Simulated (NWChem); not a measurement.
**Atomisation of IIn**

```xyz
2

In     0.0000     0.0000    -1.4610
I      0.0000     0.0000     1.3507
```
Charge 0, spin multiplicity 1.

Everything below was run with NWChem. Structure: optimised with PBE/def2-SVP with def2 effective core potentials on In, I, a minimum by its harmonic frequencies.

Basis set: def2-TZVP. The atomisation energy is electronic alone: no zero-point, thermal, spin-orbit or counterpoise terms. No value is extrapolated to the basis-set limit. Free atoms are single determinants with multiplicities In 2, I 2.

Effective core potentials replace the inner electrons of I; spin-orbit coupling is left out. B3LYP has NWChem's definition, with VWN1-RPA local correlation. The structure started from a generated list of species. The stability of the SCF solutions was not checked. Open-shell Hartree-Fock references start from PBE0 orbitals.

Question: For the atomisation energy, B3LYP gives 82.1 kcal/mol and PBE0 gives 84.4 kcal/mol. What do HF, CAM-B3LYP, M06-2X give?

Answer: HF: 60.5 kcal/mol; CAM-B3LYP: 80.9 kcal/mol; M06-2X: 77.4 kcal/mol.
